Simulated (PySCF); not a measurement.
# Dipole response of F⁺ (fluorine, charge +1)

[He] 2s2 2p4, high-spin 3P determinant. All numbers are calculated (PySCF 2.14, the non-relativistic Hamiltonian (point nucleus), in aug-cc-pVQZ). Coupled (time-dependent) response in atomic units; α is the mean over directions.

```tsv
method	mean α (bohr³)	α xx, yy, zz	C₆ (like pair)	S(−4)
UHF	1.724	1.799, 1.576, 1.799	3.142	1.271
PBE	1.890	1.936, 1.799, 1.936	3.545	1.557
PBE0	1.829	1.883, 1.720, 1.883	3.400	1.438
HSE06	1.830	1.885, 1.720, 1.885	3.402	1.440
revPBE	1.891	1.937, 1.799, 1.937	3.549	1.561
```

S(−4) is the Cauchy moment in α(ω) = α(0) + S(−4) ω² + …

α(iu) at revPBE:

```json
{"u (hartree)": "0", "α(iu) (bohr³)": "1.891"}
{"u (hartree)": "0.0500", "α(iu) (bohr³)": "1.887"}
{"u (hartree)": "0.100", "α(iu) (bohr³)": "1.876"}
{"u (hartree)": "0.200", "α(iu) (bohr³)": "1.832"}
{"u (hartree)": "0.300", "α(iu) (bohr³)": "1.765"}
{"u (hartree)": "0.500", "α(iu) (bohr³)": "1.592"}
{"u (hartree)": "0.750", "α(iu) (bohr³)": "1.360"}
{"u (hartree)": "1.00", "α(iu) (bohr³)": "1.151"}
{"u (hartree)": "1.50", "α(iu) (bohr³)": "0.8319"}
{"u (hartree)": "2.00", "α(iu) (bohr³)": "0.6194"}
{"u (hartree)": "3.00", "α(iu) (bohr³)": "0.3749"}
{"u (hartree)": "5.00", "α(iu) (bohr³)": "0.1764"}
```

A single London oscillator, α(iu) = α/(1 + u²/ω²), gives C₆ = (3/4) ω α². Matching the computed C₆ needs ω = 4 × 3.549 / (3 × 1.891²) = 1.32 hartree.

For an ion, C₆ is the dispersion term alone; charge-induced terms of lower order in 1/R come first.

The components differ because the open shell of this determinant is not spherical; for a pure term their mean is the scalar polarisability.
